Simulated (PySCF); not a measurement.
# [C6H7FO]-: g tensor and hyperfine couplings

Species: C₆H₇FO (charge -1 and doublet state).
Cartesian coordinates in Å at the GFN2-xTB level; atoms count from 1:
```xyz
15
C6H7FO angstrom
C     -2.476    0.435    0.150
C     -1.326   -0.567    0.181
F     -1.837   -1.746   -0.485
C     -0.086   -0.075   -0.438
C      1.143   -0.229    0.123
C      2.365    0.232   -0.390
C      3.545    0.058    0.281
O      4.738    0.352    0.090
H     -3.381    0.001    0.577
H     -2.679    0.726   -0.878
H     -2.198    1.318    0.719
H     -1.145   -0.923    1.204
H     -0.190    0.418   -1.396
H      1.193   -0.741    1.083
H      2.332    0.749   -1.362
```

The hyperfine couplings belong to this conformer and change with its torsions.

Identity: `C[C@@H](F)/C=C/C=[C]/[O-]` [radical] (charge -1).

Level of theory: PySCF 2.14.0, UKS B3LYP, pcH-1 on C F H O, non-relativistic, mean-field spin-orbit, GIAO. Whether the extra electron is bound in the gas phase wasn't checked; a finite basis holds it in any case. A GFN2-xTB geometry isn't a minimum of the functional, and hyperfine couplings can be far from their values at a DFT geometry, by a factor of two or more for some ions and for spin on atoms past the first row. The SCF solution wasn't tested for stability.

```json
{
  "g1, g2, g3": "1.99908, 2.00207, 2.00446",
  "g_iso": "2.00187",
  "Form of g": "rhombic: the two nearest values differ by 44 % of g3 − g1",
  "⟨S²⟩": "0.7546 (exact 0.7500)",
  "α and β electrons": "31, 30",
  "HOMO–LUMO gap, α and β orbitals": "3.93, 4.27 eV",
  "Total energy": "-407.91990 Eh"
}
```

Isotropic coupling and dipolar principal values T1 to T3, in G (MHz turned into gauss with g_iso; 10 G = 1 mT):

```
atom  isotope  a_iso     T1     T2    T3  Mulliken spin population
  C1      13C   -0.3    0.0    0.0   0.0                      0.00
  C2      13C    0.1   -0.1    0.0   0.1                      0.00
  F3      19F   -4.8   -2.1    1.0   1.1                      0.00
  C4      13C   -1.1   -1.4    0.6   0.8                     -0.02
  C5      13C    8.0   -0.5   -0.3   0.9                      0.02
  C6      13C   52.4   -3.8   -2.7   6.5                     -0.04
  C7      13C   92.2  -18.4  -16.9  35.2                      0.65
  O8      17O  -16.0  -38.9   18.7  20.2                      0.29
  H9       1H   -0.2   -0.1   -0.1   0.1                      0.00
 H10       1H    0.0   -0.1   -0.1   0.2                      0.00
 H11       1H   -0.1   -0.1   -0.1   0.2                      0.00
 H12       1H    0.1   -0.3   -0.2   0.5                      0.00
 H13       1H    1.2   -0.5   -0.5   0.9                      0.00
 H14       1H   -0.8   -1.8   -0.9   2.7                      0.03
 H15       1H   26.6   -2.1   -1.1   3.2                      0.08
```

Largest spin populations (Mulliken): C7 (+0.65), O8 (+0.29) and H15 (+0.08).

Axes: g1 points within 13° of the C7–O8 bond.

Under fast tumbling the dipolar parts average out, and these isotropic splittings remain: 1 × 1H (H15, I = 1/2, 2 lines) with 2.66 mT, 1 × 19F (F3, I = 1/2, 2 lines) with 0.48 mT, 1 × 1H (H13, I = 1/2, 2 lines) with 0.12 mT and 1 × 1H (H14, I = 1/2, 2 lines) with 0.08 mT.

The 13C coupling of C7 (258.2 MHz) shows only in satellite lines or after enrichment, since that isotope makes up about 1.07 % of natural carbon.

The 17O coupling of O8 (-44.8 MHz) shows only in satellite lines or after enrichment, since that isotope makes up about 0.038 % of natural oxygen.

Time: 54 s wall (grids of density and orbitals included); peak memory 1.1 GiB. Hardware: one thread, Arm Neoverse V2 (aarch64), no GPU, shared host.
